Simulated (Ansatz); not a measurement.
Start from `FC(F)(F)C[O][Ge]([Cl])([Cl])[Cl]` and change one atom or group to get `FC(F)(F)C[O][Hf]([Cl])([Cl])[Cl]`.

Ansatz, PBE0-D4/def2-TZVP geometries, multiplicity 1. Each molecule was computed in one conformer, which needn't be the lowest.

Elements past krypton have def2 core potentials. Scalar relativity is left out up to krypton.

```tsv
property	`FC(F)(F)C[O][Ge]([Cl])([Cl])[Cl]`
LUMO energy (PBE0/def2-TZVPP) / eV	-1.94
LUMO energy (ωB97M-V/def2-TZVPP) / eV	0.16
HOMO–LUMO gap (PBE/def2-TZVPP) / eV	4.87
size of the dipole moment (PBE/def2-TZVPP) / D	1.58
size of the dipole moment (B3LYP/def2-TZVPP) / D	1.79
HOMO–LUMO gap (PBE0/def2-TZVPP) / eV	7.53
```

Question: What does the change do to each property? (Estimate.)

Answer: The calculation gave: 
```csv
property,`FC(F)(F)C[O][Hf]([Cl])([Cl])[Cl]`,shift
LUMO energy (PBE0/def2-TZVPP) / eV,-1.56,0.38
LUMO energy (ωB97M-V/def2-TZVPP) / eV,0.54,0.38
HOMO–LUMO gap (PBE/def2-TZVPP) / eV,5.62,0.75
size of the dipole moment (PBE/def2-TZVPP) / D,2.39,0.81
size of the dipole moment (B3LYP/def2-TZVPP) / D,2.42,0.63
HOMO–LUMO gap (PBE0/def2-TZVPP) / eV,7.87,0.34
```

Dipoles are sizes alone; their direction can turn.

Positive LUMOs are unbound, so they and the gaps depend on the basis.

B3LYP here is the variant with VWN-RPA as its local correlation; programs differ in this.
